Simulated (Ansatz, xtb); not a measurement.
## Relaxing a trial structure of GeH3O+

The starting geometry of this gas-phase singlet has its atoms placed at random.

```yaml
atoms:
  - { symbol: Ge, position_ang: [0.3524, 0.1965, 1.3543] }
  - { symbol: O, position_ang: [0.1280, -1.4608, 1.4423] }
  - { symbol: H, position_ang: [-0.8313, -0.4223, 1.0907] }
  - { symbol: H, position_ang: [0.1993, 1.4992, 0.2905] }
  - { symbol: H, position_ang: [1.2925, 1.1902, -0.1754] }
```

Q: One run relaxed it with r2SCAN-D4/def2-SVP. What is a likely outcome?

A: It loosens into GeHO + H2, which stay close as a complex (formulas without charges). Contacts that open: Ge1–H3 (1.36 → 2.64 Å), Ge1–H4 (1.69 → 2.61 Å). Contacts that close: O2–H3 (1.46 → 0.97 Å), H4–H5 (1.23 → 0.76 Å).

The energy falls by 7.39 eV over 27 steps:

```csv
step,E − E(last) (eV)
1,7.392
4,1.884
7,0.324
10,0.055
13,0.011
15,0.010
18,0.007
21,0.003
24,0.001
27,0.000
```

Final geometry (Å):

```yaml
atoms:
  - { symbol: Ge, position_ang: [0.8797, 0.0942, 1.9567] }
  - { symbol: O, position_ang: [-0.3780, -0.8480, 1.3784] }
  - { symbol: H, position_ang: [-1.1067, -1.3696, 1.0063] }
  - { symbol: H, position_ang: [0.5830, 1.3555, -0.3065] }
  - { symbol: H, position_ang: [1.1627, 1.7708, -0.0325] }
```

From the same start GFN2-xTB reaches the same bonding as this run.

From so rough a start the end depends on the optimiser's path, so another program may land elsewhere. No frequencies were run, so the end isn't proven a minimum. Run with Ansatz 0.2.0, 22 s on 1 thread of Intel(R) Xeon(R) 6975P-C (Granite Rapids) (shared host).
